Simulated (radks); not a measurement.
Spherical quantum dot in the effective-mass picture: electrons in a parabolic well V = omega^2 r^2 / 2 with omega = 4.79, all in effective atomic units (hartree* = m*/eps^2 hartree, bohr* = eps/m* bohr), one dielectric constant everywhere. Method: non-relativistic Kohn-Sham, r2SCAN, spin-polarised, spherical densities, generalised Kohn-Sham scheme; computed with a radial shooting solver with Libxc functionals. Levels are named by radial order and angular momentum (1s, 1p, 1d, 2s, ...), and open shells are averaged over m. Results are scaled to m* = 0.139 and eps = 9.4, for which hartree* = 42.81 meV and bohr* = 3.579 nm.

N = 12, configuration 1s2 1p6 1d(up 4, down 0). This is the lowest configuration that the search found. Occupied and some empty levels:

level    occupation  eigenvalue (meV)  <r> (nm)
1s up             1            896.79     2.174
1s down           1            903.38     2.136
1p up             3            1048.9     2.793
1p down           3            1061.5     2.772
1d up             4            1213.0     3.261
1d down           0            1228.7     3.254
2s up             0            1231.6     2.953
2s down           0            1242.0     2.969
1f up             0            1386.4     3.655
1f down           0            1403.8     3.654
2p up             0            1410.9     3.388
2p down           0            1422.9     3.384

Energy (meV): total 9695.68, kinetic 2625.6, external 4113.1, Hartree 3485.8, exchange-correlation -528.84.
